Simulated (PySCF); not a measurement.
# Cost of response and excited-state runs on `F[C@@H]1CC(=S)[C@@H](Cl)C1`, C₅H₆ClFS

Geometry (Å), atoms numbered from 1 in this order:
```xyz
14

F     0.397   -2.392   -0.069
C     0.263   -1.085   -0.473
C     1.269   -0.182    0.251
C     0.531    1.080    0.559
S     1.128    2.366    1.333
C    -0.872    0.963    0.046
Cl   -0.881    1.726   -1.593
C    -1.113   -0.531   -0.084
H     0.412   -1.082   -1.558
H     1.586   -0.663    1.181
H     2.171    0.012   -0.330
H    -1.608    1.505    0.636
H    -1.395   -0.943    0.888
H    -1.887   -0.774   -0.809
```

PySCF with density fitting, on 1 thread of an Arm Neoverse V2, shared host. Command: `OMP_NUM_THREADS=1 python excited_run.py task.json out`

Q: How long does this run take, and how much memory?
- circular dichroism and optical rotation, wB97X-D/aug-cc-pVDZ; 8 states; writes grids

A: 
```csv
run,level,basis functions,wall time,peak memory (GiB)
circular dichroism and optical rotation,wB97X-D/aug-cc-pVDZ,246,2 min,1
```
Times from a shared host are rough.
